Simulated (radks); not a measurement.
Task: The boron ion B+, [He] 2s2. All-electron calculation, non-relativistic Kohn-Sham, PBE, spin-polarised, spherical densities, point nucleus. Program: a radial shooting solver on a logarithmic mesh with Libxc functionals. Every spin shell is full or empty, so the densities are truly spherical. Functionals are evaluated on that one density, not self-consistently. Rank these exchange functionals by their error against the exact value of the orbitals, and give that value: LDA, PBE, revPBE, RPBE, AM05, SOGGA, G96, APBE, r2SCAN, Tao-Mo.

Result: Exact: -3.48367 hartree. From best to worst, with 100 (|E| - |E exact|)/|E exact| (equal figures are ties): G96 -0.16, revPBE +0.29, r2SCAN -0.32, APBE +0.62, RPBE +0.64, Tao-Mo +0.66, PBE -0.96, SOGGA -5.45, AM05 -10.19, LDA -12.96.
